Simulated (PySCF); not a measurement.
C₆ coefficients of unlike pairs at PBE0

Calculated with PySCF 2.14 from the dipole response of each species, C₆(A,B) = (3/π) ∫ α_A(iu) α_B(iu) du, in atomic units, from isotropic polarisabilities. For ions this is the dispersion term alone; charge-induced terms of lower order in 1/R come first.

| species | configuration | basis | relativity | α (bohr³) | C₆ (like pair) |
| --- | --- | --- | --- | --- | --- |
| O⁺ | [He] 2s2 2p3 (4S) | aug-cc-pCVTZ-DK (7s6p4d2f) | spin-free X2C | 2.640 | 5.170 |
| Rh²⁺ | [Kr] 4d7 (4F) | x2c-TZVPPall with one added diffuse shell each of s, p, d, f type (9s7p7d3f1g) | spin-free X2C | 7.268 | 38.30 |
| Zn | [Ar] 3d10 4s2 (1S) | aug-cc-pwCVTZ-PP with ECP10MDF (8s8p7d4f3g) | core potential | 40.81 | 296.6 |
| Br | [Ar] 3d10 4s2 4p5 (2P) | aug-cc-pVTZ-DK (7s6p4d2f) | spin-free X2C | 21.07 | 169.7 |

Q: Estimate C₆ for Zn with O⁺.

A: The integral gives 32.41. The combination rule 2 C_A C_B / (C_A α_B/α_A + C_B α_A/α_B) gives 30.95 and the geometric mean 39.16.

No spin-orbit coupling is included.

The other pairs:

```
    pair     C₆
  Br, O⁺  28.05
  Br, Zn  212.1
Br, Rh²⁺  76.17
Zn, Rh²⁺  88.30
Rh²⁺, O⁺  14.07
```
